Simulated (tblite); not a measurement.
Compound: C₇H₁₀N (doublet state).
Z-matrix (Å and degrees, GFN2-xTB geometry), rows numbered from 1:
```
C 
C   1  1.4887
C   2  1.3308  1  127.72
C   3  1.4836  2  113.07  1   179.33
N   4  1.3402  3  126.52  2   143.61
C   4  1.5538  3  113.05  2   -60.05
C   6  1.4694  4   63.28  3    90.76
C   7  1.5093  4  106.49  6   112.95
H   1  1.0900  2  110.35  3   122.25
H   1  1.0868  2  110.86  3     1.56
H   1  1.0903  2  110.27  3  -119.03
H   3  1.0770  2  125.78  1    -2.48
H   5  1.0161  4  112.21  3     0.27
H   6  1.0783  4  114.09  7   110.59
H   6  1.0798  4  115.62  7  -111.44
H   7  1.0781  4  117.15  6  -110.03
H   8  1.0937  2  110.95  1   -56.05
H   8  1.0930  2  110.38  1    63.39
```

Computed with GFN2-xTB (tblite): harmonic, unscaled wavenumbers at the GFN2-xTB geometry, gas phase. This tight-binding method is rough: wavenumbers can miss measured ones by several per cent, in bad cases by 10 to 20. One conformer, not necessarily the lowest. Open shells enter through the occupations alone, without spin polarisation, and single modes of such species can be off by tens of per cent.

Harmonic wavenumbers (cm⁻¹): 115.6, 145.9, 213.6, 280.7, 367.5, 397.6, 404.2, 420.6, 491.1, 568.2, 602.0, 682.1, 781.5, 810.1, 863.6, 896.0, 914.9, 941.0, 962.8, 1004.8, 1016.8, 1028.2, 1048.4, 1078.3, 1137.1, 1159.9, 1178.4, 1235.9, 1259.0, 1299.8, 1339.5, 1398.2, 1403.1, 1428.2, 1458.9, 1474.5, 1478.9, 1695.1, 2940.2, 2965.6, 2993.1, 3009.3, 3048.8, 3073.7, 3094.0, 3113.8, 3115.0, 3362.9.

A = 4193, B = 1708, C = 1412 MHz; mass 108.081 u (most abundant isotopes); point group C1, symmetry number 1; spin multiplicity 2.

Question: What is the zero-point energy?

Answer: Half the sum of the wavenumbers: 32849 cm⁻¹ = 392.97 kJ/mol.

Question: Give the ideal-gas entropy at 298.15 K and 1 bar in the rigid-rotor, harmonic-oscillator model (classical rotation).

Answer: Translation 167.26, rotation 116.55, vibration 71.78, spin (R ln 2) 5.76: S = 361.3 J/(mol K).

Question: And Cp and H(298.15 K) − H(0)?

Answer: Cp = 137.38 J/(mol K), of which vibrations give 104.12 (their classical limit is 48 R = 399.1); H(298.15 K) − H(0) = 23.05 kJ/mol without the zero-point energy, 13.14 from vibrations.

Question: What must be added to the electronic energy to get the Gibbs energy at 298.15 K and 1 bar?

Answer: ZPE + [H(298.15 K) − H(0)] − T·S = 392.97 + 23.05 − 107.74 = 308.28 kJ/mol.

Question: Which modes carry the vibrational entropy at 298.15 K?

Answer: 115.6 cm⁻¹: 13.27; 145.9 cm⁻¹: 11.40; 213.6 cm⁻¹: 8.42; 280.7 cm⁻¹: 6.40; 367.5 cm⁻¹: 4.56; 397.6 cm⁻¹: 4.06 J/(mol K); the other 42 give 23.66 together.

Question: How do the functions run with temperature in this model?

Answer: 
```json
{"T (K)": "100", "S (J/(mol K))": "265.0", "Cp (J/(mol K))": "56.6", "H − H(0) (kJ/mol)": "4.15", "G − H(0) (kJ/mol)": "-22.35", "ln q(vib)": "0.42"}
{"T (K)": "200", "S (J/(mol K))": "315.7", "Cp (J/(mol K))": "94.9", "H − H(0) (kJ/mol)": "11.68", "G − H(0) (kJ/mol)": "-51.45", "ln q(vib)": "1.71"}
{"T (K)": "300", "S (J/(mol K))": "362.2", "Cp (J/(mol K))": "138.2", "H − H(0) (kJ/mol)": "23.31", "G − H(0) (kJ/mol)": "-85.35", "ln q(vib)": "3.37"}
{"T (K)": "500", "S (J/(mol K))": "452.2", "Cp (J/(mol K))": "216.7", "H − H(0) (kJ/mol)": "59.20", "G − H(0) (kJ/mol)": "-166.88", "ln q(vib)": "7.25"}
{"T (K)": "800", "S (J/(mol K))": "571.6", "Cp (J/(mol K))": "290.1", "H − H(0) (kJ/mol)": "136.28", "G − H(0) (kJ/mol)": "-320.98", "ln q(vib)": "13.48"}
{"T (K)": "1000", "S (J/(mol K))": "639.8", "Cp (J/(mol K))": "321.3", "H − H(0) (kJ/mol)": "197.58", "G − H(0) (kJ/mol)": "-442.26", "ln q(vib)": "17.52"}
```

q(vib) and H(0) count from the zero-point level.

Question: Blend soft modes into free rotors: weight 1/[1 + (100 cm⁻¹/ν̃)⁴] for the oscillator and the rest for a rotor with moment μB/(μ + B), μ = h/(8π²ν), B = 10⁻⁴⁴ kg m². What vibrational entropy results?

Answer: 70.99 J/(mol K) in place of 71.78, which changes −T·S at 298.15 K by +0.24 kJ/mol.

Hindered rotation and anharmonicity are outside this model. Other conformers, if any are populated, would add a mixing term that is left out. The structure is chiral; the term R ln 2 for an equal mix with its mirror image is left out.
